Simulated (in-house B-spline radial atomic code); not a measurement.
A fraction x of an electron is removed from 3s in S⁵⁺, starting from [Ne] 3s1 and keeping the highest spin. Method: scalar-relativistic (X2C) LDA exchange-only, spin-polarised, spherical fractional occupations, Fermi nucleus of rms radius 3.2611 fm. Calculated with an all-electron radial atomic-structure program (B-spline basis).

| x | E(x) - E(0) (eV) | 3s up level (eV) |
| --- | --- | --- |
| 0 | 0.0000 | -80.977 |
| 0.03 | 2.4357 | -81.403 |
| 0.15 | 12.3059 | -83.098 |
| 0.37 | 30.9248 | -86.151 |
| 0.44 | 36.9887 | -87.100 |
| 0.5 | 42.2388 | -87.902 |
| 0.62 | 52.8812 | -89.460 |
| 0.72 | 61.8895 | -90.693 |
| 0.8 | 69.1822 | -91.611 |
| 0.95 | 83.0339 | -92.949 |
| 1 | 87.6844 | - |

The exact functional would give a straight line between the two integer points. Deviations E(x) - E(0) - x[E(1) - E(0)], in eV: -0.195 at x = 0.03, -0.847 at x = 0.15, -1.518 at x = 0.37, -1.592 at x = 0.44, -1.603 at x = 0.5, -1.483 at x = 0.62, -1.243 at x = 0.72, -0.965 at x = 0.8, -0.266 at x = 0.95.

The curve lies below the straight line by up to 1.603 eV (at x = 0.5): convex, the delocalisation error that favours fractional charges.

(1) How well does Slater's transition state (minus the level at half occupation) give the ionisation energy?

## Answers

(1) It gives 87.902 eV against 87.684 eV from the two total energies; NIST lists 88.05 eV, ground level to ground level.
